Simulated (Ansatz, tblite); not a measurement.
Isomers of Mg2I3 (doublet), found by a short tight-binding search and relaxed with PBE-D4/def2-SVP in Ansatz.

In the def2 sets I takes a core potential, while STO-3G treats all electrons; there is no spin–orbit coupling. The xTB rows come from tblite. Correlated methods freeze 14 core orbitals; core or outer-core shells of Mg, I are correlated, in sets that lack core-valence functions.

Other spin states weren't relaxed.

A:

```xyz
5

Mg    0.9200    0.6285   -1.0358
Mg   -1.1299   -0.2645    0.9838
I     2.3019    1.9417   -2.7731
I    -3.1427   -0.4304    2.5881
I     1.0507   -1.8753    0.2371
```

B:

```xyz
5

Mg    2.5792   -0.3376    1.1330
Mg   -2.5808    0.4444   -1.0897
I    -4.9385    0.6213   -2.1714
I     4.9410   -0.8955    2.0665
I    -0.0010    0.1674    0.0616
```

C:

```xyz
5

Mg    0.260    0.124   -0.878
Mg   -0.786   -0.378    2.633
I    -0.580    1.970    0.980
I     1.015    0.484   -3.316
I     0.090   -2.200    0.581
```

D:

Cartesian coordinates in Å:
```
Mg 0.1831 0.6970 1.6283
Mg -0.1325 -0.5047 -1.1785
I -0.6916 -2.1937 0.8370
I -1.7001 1.6227 -0.6824
I 2.3412 0.3787 -0.6043
```

Task: Estimate their order by electronic energy at PBE-QIDH/def2-TZVP, counted from the lowest.

Result: C (0.0) < D (10.4) < A (14.0) < B (34.3), in kcal/mol.

Task: Do the other levels pick the same lowest one?

Result: Not GFN2-xTB. Energies above each level's lowest (kcal/mol):

```
              level     A     B    C     D
           GFN1-xTB  16.5  10.6  0.0   6.9
           GFN2-xTB  12.9  20.7  2.5   0.0
          HF/STO-3G  49.5  62.2  0.0  18.4
        HF/def2-SVP  12.5  37.9  0.0  16.7
       HF/def2-TZVP  13.5  39.6  0.0  16.3
    PBE-D4/def2-SVP  11.7  25.4  0.0   8.2
   PBE-D4/def2-TZVP  12.9  27.1  0.0   8.1
r2SCAN-D4/def2-TZVP  12.6  30.8  0.0  10.0
   PBE0-D4/def2-SVP  12.5  29.7  0.0   9.2
  PBE0-D4/def2-TZVP  13.7  31.5  0.0   9.1
 BHLYP-D4/def2-TZVP  15.7  34.3  0.0  11.4
 PBE-QIDH/def2-TZVP  14.0  34.3  0.0  10.4
       MP2/def2-SVP  12.6  34.4  0.0  13.1
      MP2/def2-TZVP  15.6  34.9  0.0  10.9
      CCSD/def2-SVP  11.4  33.7  0.0  13.9
   CCSD(T)/def2-SVP  11.3  33.2  0.0  13.4
```
Point groups (tolerance 0.1 Å): A C2v, B not assigned, C C2v, D C3v. Lower isomers may exist.
